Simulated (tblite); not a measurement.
Start geometry of `[SiH2]c1cccc(S)c1` [radical] from a force field or distance geometry (Å):
```
atom  x, y, z in Å
Si1    2.8620   -0.1312    0.3160
C2     1.0556    0.1054    0.0583
C3     0.5425    1.3837    0.0679
C4    -0.8140    1.6435   -0.1265
C5    -1.7087    0.5869   -0.3010
C6    -1.1940   -0.6938   -0.3085
S7    -2.3481   -2.0315   -0.5557
C8     0.1702   -0.9265   -0.1176
H9     3.5522   -0.6842   -0.8227
H10    3.2088   -0.7044    1.6128
H11    1.1850    2.2519    0.2080
H12   -1.1492    2.6606   -0.1061
H13   -2.7678    0.7951   -0.4408
H14   -3.1102   -2.2862    0.6219
H15    0.5112   -1.9612   -0.1279
```

What comes out of this run: GFN2-xTB geometry optimisation, gas phase (tblite)?

```
atom  x, y, z in Å
Si1    2.8592   -0.2885    0.1904
C2     1.0536    0.0198    0.0900
C3     0.5202    1.3153    0.2229
C4    -0.8355    1.5351    0.1315
C5    -1.7141    0.4850   -0.0983
C6    -1.2014   -0.8009   -0.2361
S7    -2.2682   -2.1879   -0.5320
C8     0.1561   -1.0341   -0.1446
H9     3.3673   -1.6429    0.1478
H10    3.7561    0.7966    0.5296
H11    1.1875    2.1465    0.4017
H12   -1.2295    2.5358    0.2377
H13   -2.7768    0.6650   -0.1699
H14   -3.4041   -1.4927   -0.5401
H15    0.5252   -2.0441   -0.2525
```

The energy falls by 15.8 kcal/mol over 120 L-BFGS steps, the largest force on an atom goes from 1.54 to 0.007 eV/Å, and the atoms move by 0.739 Å rms after alignment. The bond that changes most is S7–H14 (ends: sulfur bonded to C and H; hydrogen on sulfur), which shortens by 0.094 Å. Bonds longer at the end by more than 0.005 Å: 5 of 15; shorter: 10. Among the angles that change most is C6–S7–H14, from 111.4° to 96.1°. Among the dihedrals that turn most is H10–Si1–C2–C8, from -70° to -176°. Rotational constants go from 2851, 861.5, 669.8 to 2764, 885.1, 670.4 MHz. The orientation of the end geometry is arbitrary; only internal coordinates are fixed.

On an Arm Neoverse V2 with one thread, no GPU, on a shared host, this took 0.81 s of wall time.

Its GFN2-xTB frequencies are all real (lowest 68 cm⁻¹). 2 starts were optimised and ended at 0.00 and 0.13 kcal/mol (GFN2-xTB); the lowest of these is shown.

One conformer stands for the species.

The numbers are calculated, not measured.
